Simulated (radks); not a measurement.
Question: Excited configurations of Xe IV: one electron is placed in a higher orbital outside [Kr] 4d10 5s2 5p2. The ground configuration is [Kr] 4d10 5s2 5p3. All-electron calculation, scalar-relativistic Kohn-Sham, r2SCAN, spin-polarised, spherical densities, finite nucleus; open shells are filled with parallel spins first (spin-orbit coupling, left out, can overturn this in heavy ions); meta-GGA in the generalised Kohn-Sham scheme; Fermi nuclear charge, rms radius 4.7859 fm. Program: a radial shooting solver on a logarithmic mesh with Libxc functionals. Excitation = E - E(ground); binding = E(ion) - E, where the ion is the core of charge +4; n* = 4/sqrt(2 binding) in atomic units, and the quantum defect is n - n*.

| outer orbital | excitation (eV) | binding (eV) | n* | quantum defect | eigenvalue (eV) | <r> (bohr) |
|---|---|---|---|---|---|---|
| 4f | 23.352 | 20.511 | 3.258 | 0.742 | -15.310 | 2.049 |
| 5f | 31.616 | 12.247 | 4.216 | 0.784 | -10.459 | 5.107 |
| 6s | 21.044 | 22.819 | 3.089 | 2.911 | -20.627 | 3.702 |
| 6d | 30.269 | 13.594 | 4.002 | 1.998 | -12.003 | 5.481 |
| 7p | 32.689 | 11.174 | 4.414 | 2.586 | -10.091 | 7.240 |
| 7d | 35.214 | 8.649 | 5.017 | 1.983 | -7.735 | 8.918 |

Estimate the row for 6f.

Answer: excitation (eV) 35.731; binding (eV) 8.132; n* 5.174; quantum defect 0.826; eigenvalue (eV) -7.141; <r> (bohr) 8.563. The Delta-SCF ionisation energy is 43.863 eV (NIST Atomic Spectra Database: 42.2 eV, measured). Self-interaction in the functional shifts the binding energies and quantum defects, so they are the method's values and not measured ones. Open shells are spherical and high-spin; term and fine-structure splittings are not resolved. Spin-orbit splitting is averaged out at the scalar-relativistic level.
